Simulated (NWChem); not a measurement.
## I₂Pb in NWChem

```xyz
3

Pb     0.0000     0.0000    -1.0068
I     -2.1936     0.0000     0.7788
I      2.1936     0.0000     0.7788
```
Charge 0, spin multiplicity 1.

Program: NWChem. The geometry was optimised at PBE0/def2-SVP with def2 effective core potentials on I, Pb, a minimum by its harmonic frequencies.

Symmetry labels belong to the abelian group C2v used in the runs, with the axes of the coordinates shown.

Effective core potentials replace the inner electrons of I, Pb; spin-orbit coupling is left out. The structure started from a generated list of species.

Problem. List the lowest 6 singlet excitations that TD-PBE0/def2-SVP with def2 effective core potentials on I, Pb gives, with oscillator strengths.

Solution. 
```tsv
state	symmetry	energy (eV)	wavelength (nm)	f
1	a2	2.74	452	0.000
2	b2	2.80	442	0.001
3	b1	3.29	377	0.039
4	b2	3.69	336	0.003
5	a1	3.74	331	0.011
6	a2	4.29	289	0.000
```
